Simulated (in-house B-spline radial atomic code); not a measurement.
Solving the quasi-particle equation for 4d of Sb5+

Configuration [Kr] 4d10, start PBE0, empty levels kept to 720 hartree. Computed with a B-spline radial code for spherical atoms: all electrons, scalar-relativistic (spin-free one-electron X2C), finite nucleus, each spin shell either full or empty, empty states to l = 9 with an (l + 1/2)⁻⁴ tail; G0W0 by contour deformation at full frequency.

At the mean-field level ε = -92.63 eV the matrix elements are Σx = -49.63 eV, v_xc = -42.066 eV and Σc(ε) = -0.214 eV, and the slope of the correlation self-energy is dΣc/dω = -0.0375. The quasi-particle energy solves E = ε + Σx − v_xc + Σc(E).

(1) What does the linearised equation give?

(2) How does that compare with the full solution and with static screening?

Results:

(1) Z = 1/(1 − dΣc/dω) = 1/1.0375 = 0.9639. The first-order shift is Σx − v_xc + Σc(ε) = -49.63 − (-42.066) + (-0.214) = -7.778 eV, so E ≈ ε + Z × shift = -92.63 + 0.9639 × (-7.778) = -100.127 eV.

(2) Solving the equation at full frequency dependence gives E = -100.114 eV, where Σc = 0.079 eV and the weight is 0.961; the linearised value is off by 13 meV. Leaving Z out would give -100.408 eV. Static COHSEX puts -3.615 eV in place of Σc and gives -103.809 eV, 3.70 eV deeper. The tabulated removal energy is 99.51 ± 0.05 eV (NIST, measured); the run leaves out spin-orbit coupling, Breit and QED terms.
